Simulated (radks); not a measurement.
Fractional charge and spin in the 2s shell of neon: the spin-up occupation runs from 0 to 1 and the spin-down occupation from 0 to 1; the fullest corner is Ne3+, [He] 2p(up 1.5, down 1.5) 2s(up 1, down 1). All-electron calculation, non-relativistic Kohn-Sham, PBE, spin-polarised, spherical densities, point nucleus. Program: a radial shooting solver on a logarithmic mesh with Libxc functionals. Energy (eV) minus the two flat planes that join the four corners (they meet along the diagonal where the two added fractions sum to one electron); zero is where a piecewise linear energy would lie.

\begin{tabular}{lrrrrr}
down \ up & 0 & 0.25 & 0.5 & 0.75 & 1 \\ \hline
0 & 0.000 & -2.464 & -3.287 & -2.465 & 0.000 \\
0.25 & -2.464 & -3.033 & -1.984 & 0.684 & -2.307 \\
0.5 & -3.287 & -1.984 & 0.910 & -1.877 & -3.075 \\
0.75 & -2.465 & 0.684 & -1.877 & -2.871 & -2.304 \\
1 & 0.000 & -2.307 & -3.075 & -2.304 & 0.000 \\
\end{tabular}

Corners above the fullest one (they belong to Ne4+ and the next ion): (up 1, down 0) 115.44 eV, (up 0, down 1) 115.44 eV, (up 0, down 0) 259.97 eV. With half an added electron in each spin the energy lies 0.910 eV from the planes, and with half an added electron in spin up alone -3.287 eV. The planes are only a guide here: the flat-plane condition holds for ground states with one frontier orbital, while this shell lies below other occupied shells, so the corners above the fullest one are inner-hole states and not the ground states of those ions.
